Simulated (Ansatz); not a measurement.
Two members of one family (Series SbH2X), computed with Ansatz in the gas phase; def2 core potentials for Sb, no spin–orbit coupling. The two geometries come from different levels. Binding counts from free atoms in the multiplicity of their measured ground term, without zero-point energy. A dash marks a value that wasn't run or was left out as unsound. The structures are stationary points that may keep the symmetry of their start.

First: SbH2(SMe) (singlet, charge 0, PBE-D4/def2-TZVP geometry).

```xyz
8

Sb    1.599   -0.247    0.857
H     2.623   -1.230   -0.133
H     2.683    1.081    0.649
S     0.116    0.448   -0.960
C    -1.499    0.041   -0.199
H    -1.602   -1.036   -0.015
H    -2.258    0.345   -0.931
H    -1.662    0.599    0.731
```

```json
{"level": "PBE-D4/def2-SVP", "HOMO (eV)": "-5.30", "LUMO (eV)": "-1.70", "gap (eV)": "3.59", "vertical IE (eV)": "–", "vertical triplet (eV)": "–", "binding per atom (eV)": "3.11"}
{"level": "PBE-D4/def2-TZVP", "HOMO (eV)": "-5.48", "LUMO (eV)": "-1.90", "gap (eV)": "3.58", "vertical IE (eV)": "8.60", "vertical triplet (eV)": "3.69", "binding per atom (eV)": "3.13"}
{"level": "r2SCAN-D4/def2-TZVP", "HOMO (eV)": "-5.73", "LUMO (eV)": "-1.70", "gap (eV)": "4.04", "vertical IE (eV)": "8.63", "vertical triplet (eV)": "3.75", "binding per atom (eV)": "3.07"}
{"level": "PBE0-D4/def2-SVP", "HOMO (eV)": "-6.56", "LUMO (eV)": "-0.95", "gap (eV)": "5.61", "vertical IE (eV)": "–", "vertical triplet (eV)": "–", "binding per atom (eV)": "3.05"}
{"level": "PBE0-D4/def2-TZVP", "HOMO (eV)": "-6.69", "LUMO (eV)": "-1.14", "gap (eV)": "5.55", "vertical IE (eV)": "8.70", "vertical triplet (eV)": "3.81", "binding per atom (eV)": "3.07"}
```

Second: SbH2(OMe) (singlet, charge 0, PBE0-D4/def2-TZVP geometry).

```xyz
8

Sb   -0.051    1.707    0.052
H    -1.671    2.249    0.012
H    -0.123    1.523    1.763
O    -0.598   -0.140   -0.377
C     0.410   -1.119   -0.361
H     1.278   -0.849   -0.980
H    -0.014   -2.042   -0.765
H     0.770   -1.328    0.656
```

Estimate the same table for the second.


| level | HOMO (eV) | LUMO (eV) | gap (eV) | vertical IE (eV) | vertical triplet (eV) | binding per atom (eV) |
| --- | --- | --- | --- | --- | --- | --- |
| PBE-D4/def2-SVP | -5.55 | -1.65 | 3.90 | – | – | 3.26 |
| PBE-D4/def2-TZVP | -5.79 | -1.89 | 3.90 | 8.92 | 3.64 | 3.27 |
| r2SCAN-D4/def2-TZVP | -6.08 | -1.65 | 4.44 | 9.03 | 3.72 | 3.20 |
| PBE0-D4/def2-SVP | -6.91 | -0.85 | 6.07 | – | – | 3.17 |
| PBE0-D4/def2-TZVP | -7.08 | -1.09 | 5.99 | 9.15 | 3.81 | 3.19 |
